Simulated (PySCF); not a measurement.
## Löwdin shares of the frontier orbitals

Compound: (NaNH2)2 ring, H₄N₂Na₂.
Cartesian coordinates in Å at the PBE0-D3(BJ)/def2-SVP level; atoms count from 1:
```xyz
8
H4N2Na2 angstrom
Na    -0.7652   -1.0234   -0.6220
N     -1.1282    0.0248    1.3543
Na     0.7605    1.0263    0.6198
N      1.1281   -0.0236   -1.3551
H     -1.1069   -0.5219    2.2205
H     -1.9800    0.5805    1.4780
H      1.9790   -0.5824   -1.4720
H      1.1127    0.5198   -2.2234
```

Theory: TDDFT CAM-B3LYP/def2-SVPD, vertical, gas phase, core orbitals frozen in the response in PySCF.

Frontier orbitals with the atoms that hold most of them (Löwdin shares over 4%, at most four atoms; ? is withheld):

| orbital | ε (eV) | atoms |
| --- | --- | --- |
| HOMO-3 | -9.19 | N2 33%, N4 33%, H5 6%, H6 6% |
| HOMO-2 | -8.38 | N4 36%, N2 36%, H8 6%, H7 5% |
| HOMO-1 | -6.64 | ? |
| HOMO | -6.36 | N4 37%, N2 36%, H8 5%, H7 5% |
| LUMO | -0.14 | ? |
| LUMO+1 | 0.21 | Na3 48%, Na1 48% |
| LUMO+2 | 0.68 | Na1 49%, Na3 49% |

Problem. Give the leading atoms of the HOMO-1.

Solution. N2 (bonded to 2 Na and 2 H) 34%; N4 (bonded to 2 Na and 2 H) 33%; Na3 (bonded to 2 N) 7%; Na1 (bonded to 2 N) 7%. By element: nitrogen 66%, sodium 15%.

Problem. Give the leading atoms of the LUMO.

Solution. Na1 (bonded to 2 N) 47%; Na3 (bonded to 2 N) 47%.

Problem. The HOMO–LUMO gap is 6.22 eV. Where does the response calculation put the lowest singlet, and from which orbitals?

Solution. S1 is at 3.56 eV (f = 0.0000), 2.66 eV below the gap, made of HOMO→LUMO (88%). 

Problem. Give energy, strength and leading configuration of S1, S2, S3 and S5, and follow the Löwdin shares of the leading atoms from the occupied to the empty orbital.

Solution. 
- S1 (3.56 eV, f 0.0000), HOMO→LUMO (88%): N4 37% → at most 4%, N2 36% → at most 4%, Na1 at most 6% → 47%, Na3 at most 6% → 47%
- S2 (3.94 eV, f 0.249), HOMO-1→LUMO (82%): N2 34% → at most 4%, N4 33% → at most 4%, Na1 7% → 47%, Na3 7% → 47%
- S3 (4.53 eV, f 0.012), HOMO→LUMO+1 (92%): N4 37% → at most 4%, N2 36% → at most 4%, Na3 at most 6% → 48%, Na1 at most 6% → 48%
- S5 (4.80 eV, f 0.0000), HOMO-1→LUMO+1 (92%): N2 34% → at most 4%, N4 33% → at most 4%, Na3 7% → 48%, Na1 7% → 48%

Löwdin shares depend on the basis, the more so with diffuse functions.

One conformer stands for the species.
